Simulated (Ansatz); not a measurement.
Cost and result for the atomization energy of `[SiH3][CH]1[GaH][Se]1` (9 atoms, 9 bonds).

```xyz
9

Si   -0.9207    0.0145    1.0164
C    -0.2195    0.0429   -0.6962
Ga    1.6422   -0.3809   -1.0354
Se    0.8598    1.7626   -1.0800
H    -1.8212    1.1723    1.2699
H    -1.6891   -1.2449    1.2339
H     0.1947    0.0631    2.0011
H    -0.9188   -0.1500   -1.5071
H     2.8727   -1.2796   -1.2027
```

The species carries charge 0 and has multiplicity 1. Correlated methods include outer-core shells of Ga, Se, which these sets cover unevenly. Scalar relativity is left out up to krypton. Geometry: relaxed with PBE0-D4/def2-TZVP. Program: Ansatz. All runs use 4 threads of an AMD EPYC 7R13 on a shared host. Times are those of one run each, without the atoms' runs, and a repeat can differ threefold. Electronic energies, without spin–orbit coupling; frozen cores. CCSD(T)/CBS adds CCSD(T) − MP2 in def2-TZVPP to the MP2 limit, and its time is that of the two runs behind it. T1 = 0.014. With those shells the extrapolation isn't a true limit.

CCSD(T)/CBS is a level of theory with its own doubt, some kJ/mol a heavy atom from the limit and from the frozen cores, so smaller differences don't rank the functionals.

| level | functions | wall time |
| --- | --- | --- |
| LDA (SPW92)/def2-TZVPP | 239 | 1.2 s |
| revPBE-D4/def2-TZVPP | 239 | 1.9 s |
| PBE-D4/def2-TZVPP (with forces) | 239 | 2.2 s |
| BHLYP-D4/def2-TZVPP | 239 | 3.6 s |
| CAM-B3LYP-D4/def2-TZVPP | 239 | 4.1 s |
| r2SCAN-D4/def2-TZVPP (with forces) | 239 | 4.2 s |
| r2SCANh-D4/def2-TZVPP | 239 | 5.5 s |
| PBE-QIDH/def2-TZVPP | 239 | 6 s |
| CCSD(T)/def2-SVP | 121 | 7.5 s |
| ωB97M-V/def2-TZVPP (with forces) | 239 | 11 s |
| MP2/def2-QZVPP | 455 | 22 s |
| CCSD(T)/def2-TZVPP | 239 | 2.3 min |
| CCSD(T)/CBS(def2) | – | 2.7 min |

Q: What atomization energy does each give, and how far from CCSD(T)/CBS? (Best estimate.)

A: The calculation gave: 
```csv
level,atomization (kJ/mol),difference from CCSD(T)/CBS,per bond
LDA (SPW92)/def2-TZVPP,3029.3,351.7,39.1
revPBE-D4/def2-TZVPP,2617.3,-60.3,-6.7
PBE-D4/def2-TZVPP (with forces),2676.0,-1.6,-0.2
BHLYP-D4/def2-TZVPP,2585.1,-92.5,-10.3
CAM-B3LYP-D4/def2-TZVPP,2638.6,-39.0,-4.3
r2SCAN-D4/def2-TZVPP (with forces),2676.8,-0.8,-0.1
r2SCANh-D4/def2-TZVPP,2662.3,-15.3,-1.7
PBE-QIDH/def2-TZVPP,2653.2,-24.4,-2.7
CCSD(T)/def2-SVP,2482.0,-195.6,-21.7
ωB97M-V/def2-TZVPP (with forces),2645.2,-32.4,-3.6
MP2/def2-QZVPP,2675.4,-2.2,-0.2
CCSD(T)/def2-TZVPP,2608.8,-68.8,-7.6
CCSD(T)/CBS(def2),2677.6,0.0,0.0
```

From r2SCAN to r2SCAN0 (25 % exact exchange), in def2-TZVPP and without D4, the atomization energy moves by −35.8 kJ/mol: exact exchange takes away binding that semilocal exchange gives to molecules. At CCSD(T), def2-SVP lies −195.6 kJ/mol from the extrapolated value and def2-TZVPP −68.8 kJ/mol: correlation converges slowly with the basis, and small sets miss more of it in the bonded molecule than in its fragments. Leaving LDA and LC-ωPBE aside and taking each functional with its dispersion term where it has one, the values spread over 91.7 kJ/mol, from BHLYP-D4 to r2SCAN-D4. LDA lies +379.3 kJ/mol from PBE without D4, its usual overbinding.

For some Ge, Se and Sn compounds the MP2-based and the directly extrapolated limit differ by 10 to 25 kJ/mol.
